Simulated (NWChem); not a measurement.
System: Si2SbH6Cl; SMILES [SiH3][Sb]([SiH3])[Cl]

Excerpt of the output:

```
             Northwest Computational Chemistry Package (NWChem) 7.3.0
             --------------------------------------------------------

 CS  symmetry detected

                             Geometry "geometry" -> ""
                             -------------------------

 Output coordinates in angstroms (scale by  1.889725989 to convert to a.u.)

  No.       Tag          Charge          X              Y              Z
 ---- ---------------- ---------- -------------- -------------- --------------
    1 Sb                  51.0000    -0.06836529     0.68237211     0.00000000
    2 Cl                  17.0000    -2.02023808    -0.68915855     0.00000000
    3 Si                  14.0000     1.06871459    -0.63912465    -1.88945251
    4 H                    1.0000     0.40940667    -0.33759565    -3.15654097
    5 H                    1.0000     2.45027121    -0.16920487    -1.98170986
    6 H                    1.0000     1.09365632    -2.08809567    -1.71285524
    7 Si                  14.0000     1.06871459    -0.63912465     1.88945251
    8 H                    1.0000     0.40940667    -0.33759565     3.15654097
    9 H                    1.0000     1.09365632    -2.08809567     1.71285524
   10 H                    1.0000     2.45027121    -0.16920487     1.98170986

 Effective nuclear repulsion energy (a.u.)     687.2055667941

      Symmetry information
      --------------------

 Group name             Cs
 Group number              2
 Group order               2
 No. of unique centers     6

                                Z-matrix (autoz)
                                --------

 Units are Angstrom for bonds and degrees for angles

      Type          Name      I     J     K     L     M      Value
      ----------- --------  ----- ----- ----- ----- ----- ----------
    1 Stretch                  1     2                       2.38556
    2 Stretch                  1     3                       2.57086
    3 Stretch                  1     7                       2.57086
    4 Stretch                  3     4                       1.45984
    5 Stretch                  3     5                       1.46220
    6 Stretch                  3     6                       1.45991
    7 Stretch                  7     8                       1.45984
    8 Stretch                  7     9                       1.45991
    9 Stretch                  7    10                       1.46220
   10 Bend                     1     3     4               109.38924
   11 Bend                     1     3     5               107.40205
   12 Bend                     1     3     6               115.39344
   13 Bend                     1     7     8               109.38924
   14 Bend                     1     7     9               115.39344
   15 Bend                     1     7    10               107.40205
   16 Bend                     2     1     3                93.80475
   17 Bend                     2     1     7                93.80475
   18 Bend                     3     1     7                94.60578
   19 Bend                     4     3     5               107.79293
   20 Bend                     4     3     6               108.52462
   21 Bend                     5     3     6               108.08701
   22 Bend                     8     7     9               108.52462
   23 Bend                     8     7    10               107.79293
   24 Bend                     9     7    10               108.08701
   25 Torsion                  2     1     3     4          73.15133
   26 Torsion                  2     1     3     5        -170.11809
   27 Torsion                  2     1     3     6         -49.52568
   28 Torsion                  2     1     7     8         -73.15133
   29 Torsion                  2     1     7     9          49.52568
   30 Torsion                  2     1     7    10         170.11809
   31 Torsion                  3     1     7     8        -167.28457
   32 Torsion                  3     1     7     9         -44.60756
   33 Torsion                  3     1     7    10          75.98485
   34 Torsion                  4     3     1     7         167.28457
   35 Torsion                  5     3     1     7         -75.98485
   36 Torsion                  6     3     1     7          44.60756

                           NWChem Geometry Optimization
                           ----------------------------

 maximum gradient threshold         (gmax) =   0.000450
 rms gradient threshold             (grms) =   0.000300
 maximum cartesian step threshold   (xmax) =   0.001800
 rms cartesian step threshold       (xrms) =   0.001200
 fixed trust radius                (trust) =   0.300000
 source of zmatrix                         =   autoz

[...]

      ----------------------
      Optimization converged
      ----------------------

  Step       Energy      Delta E   Gmax     Grms     Xrms     Xmax
  ---- ---------------- -------- -------- -------- -------- --------
@   12   -1282.35463937  6.0D-09  0.00002  0.00001  0.00014  0.00029
                                     ok       ok       ok       ok

                                Z-matrix (autoz)
                                --------

 Units are Angstrom for bonds and degrees for angles

      Type          Name      I     J     K     L     M      Value     Gradient
      ----------- --------  ----- ----- ----- ----- ----- ---------- ----------
    1 Stretch                  1     2                       2.41210    0.00002
    2 Stretch                  1     3                       2.58903   -0.00001
    3 Stretch                  1     7                       2.58903   -0.00001
    4 Stretch                  3     4                       1.49299   -0.00000
    5 Stretch                  3     5                       1.49702   -0.00001
    6 Stretch                  3     6                       1.49240   -0.00001
    7 Stretch                  7     8                       1.49299   -0.00000
    8 Stretch                  7     9                       1.49240   -0.00001
    9 Stretch                  7    10                       1.49702   -0.00001
   10 Bend                     1     3     4               108.12879    0.00000
   11 Bend                     1     3     5               109.02277   -0.00000
   12 Bend                     1     3     6               110.83199    0.00000
   13 Bend                     1     7     8               108.12879    0.00000
   14 Bend                     1     7     9               110.83199    0.00000
   15 Bend                     1     7    10               109.02277   -0.00000
   16 Bend                     2     1     3                90.96720   -0.00000
   17 Bend                     2     1     7                90.96720   -0.00000
   18 Bend                     3     1     7                91.33498    0.00001
   19 Bend                     4     3     5               109.09617   -0.00000
   20 Bend                     4     3     6               109.97832   -0.00000
   21 Bend                     5     3     6               109.74292    0.00000
   22 Bend                     8     7     9               109.97832   -0.00000
   23 Bend                     8     7    10               109.09617   -0.00000
   24 Bend                     9     7    10               109.74292    0.00000
   25 Torsion                  2     1     3     4          69.95488    0.00000
   26 Torsion                  2     1     3     5        -171.55487    0.00000
   27 Torsion                  2     1     3     6         -50.65809    0.00000
   28 Torsion                  2     1     7     8         -69.95488   -0.00000
   29 Torsion                  2     1     7     9          50.65809   -0.00000
   30 Torsion                  2     1     7    10         171.55487   -0.00000
   31 Torsion                  3     1     7     8        -160.94502   -0.00000
   32 Torsion                  3     1     7     9         -40.33205   -0.00000
   33 Torsion                  3     1     7    10          80.56473   -0.00000
   34 Torsion                  4     3     1     7         160.94502    0.00000
   35 Torsion                  5     3     1     7         -80.56473    0.00000
   36 Torsion                  6     3     1     7          40.33205    0.00000

                         Geometry "geometry" -> "geometry"
                         ---------------------------------

 Output coordinates in angstroms (scale by  1.889725989 to convert to a.u.)

  No.       Tag          Charge          X              Y              Z
 ---- ---------------- ---------- -------------- -------------- --------------
    1 Sb                  51.0000    -0.04885344     0.78063832     0.00000000
    2 Cl                  17.0000    -1.96614725    -0.68298301     0.00000000
    3 Si                  14.0000     1.08340057    -0.63055214    -1.85192436
    4 H                    1.0000     0.32491419    -0.42541670    -3.12142305
    5 H                    1.0000     2.48958873    -0.15225397    -2.03881595
    6 H                    1.0000     1.08734397    -2.07801889    -1.48850971
    7 Si                  14.0000     1.08340057    -0.63055214     1.85192436
    8 H                    1.0000     0.32491419    -0.42541670     3.12142305
    9 H                    1.0000     1.08734397    -2.07801889     1.48850971
   10 H                    1.0000     2.48958873    -0.15225397     2.03881595

 Effective nuclear repulsion energy (a.u.)     684.2865549124

      Symmetry information
      --------------------

 Group name             Cs
 Group number              2
 Group order               2
 No. of unique centers     6

                Final and change from initial internal coordinates
                --------------------------------------------------

                                Z-matrix (autoz)
                                --------

 Units are Angstrom for bonds and degrees for angles

[...]
```

Level: PBE0/def2-SVP with def2 effective core potentials on Sb. Not confirmed as a minimum by frequencies. def2 effective core potentials on Sb; no spin-orbit coupling.

Task: Write an input that gives this output.

Result: Several could match; the one computed here: the input that was run:
```
start job
memory heap 200 mb stack 900 mb global 1100 mb
geometry units angstroms
  Sb     0.017103     0.032203     0.601579
  Cl    -0.559375    -1.943458    -0.604796
  Si     2.097041     0.507151    -0.832866
  H      3.147685    -0.448188    -0.494348
  H      2.576493     1.842494    -0.479286
  H      1.883713     0.469728    -2.276617
  Si    -1.538082     1.538502    -0.784705
  H     -2.925193     1.274799    -0.413890
  H     -1.411654     1.404684    -2.232957
  H     -1.236124     2.924204    -0.428774
end
basis spherical
  * library def2-svp
end
ecp
  Sb library def2-ecp
end
dft
  xc pbe0
  iterations 150
end
driver
  maxiter 120
end
task dft optimize
```
